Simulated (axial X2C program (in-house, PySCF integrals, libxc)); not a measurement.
## Bond lengths and stretching modes, held linear, of TeCO

Calculated with an in-house all-electron X2C program for linear molecules (integrals from PySCF): two-component X2C with atomic mean-field Coulomb and Gaunt terms, Gaussian nuclei, basis Te dyall-v3z, C dyall-v3z, O dyall-av3z with contracted cores. Spin-free rows use the one-electron spin-free X2C Hamiltonian.

Masses Te 129.906, C 12.000, O 15.995 u. States: 2c Ω = 0 (all partner blocks equally filled); spin-free M_S = 0, Λ = 0 (closed shell).

PBE, spin-free: energies above the lowest point

```csv
r(Te–C) (Å),r(C–O) (Å),E (meV)
1.8827,1.1193,160.03
1.8827,1.1480,55.47
1.8827,1.1767,40.37
1.9310,1.1193,106.19
1.9310,1.1480,8.60
1.9310,1.1767,0.00
1.9310,1.2054,64.29
1.9793,1.1193,112.46
1.9793,1.1480,21.56
1.9793,1.1767,19.21
2.0276,1.1480,80.90
2.0276,1.2054,160.25
```

Problem. Fit a quadratic surface with cubic terms in each bond: where is the minimum, and what are the two stretching wavenumbers?

Solution. At PBE, spin-free: bonds 1.940 and 1.165 Å; harmonic stretches 526.5 and 1986.3 cm⁻¹; force constants 3.92, 15.4 and coupling 0.72 mdyn/Å.

The other levels and Hamiltonians give:

```
Hamiltonian  level  r(Te–C) (Å)  r(C–O) (Å)  lower stretch (cm⁻¹)  upper stretch (cm⁻¹)
         2c   PBE0        1.937       1.146                 524.1                2090.0
         2c     HF        2.007       1.109                 402.3                2260.3
         2c    PBE        1.944       1.165                 519.5                1983.5
         2c    MP2        1.916       1.167                 554.8                1941.4
  spin-free   PBE0        1.933       1.146                 531.8                2092.8
  spin-free     HF        1.998       1.109                 423.8                2263.9
  spin-free    MP2        1.913       1.167                 560.7                1940.9
```

Each state is one determinant, the lowest of a limited PBE0 search; the stretches come from a fit to these few points and carry an uncertainty of a few per cent. Other orders of the atoms were not compared. The levels spread by more than a fifth, so the stretches depend strongly on the method. MP2 freezes inner shells (threshold -2 hartree). The molecule was held linear; bending was not examined, so a bent shape may lie lower.
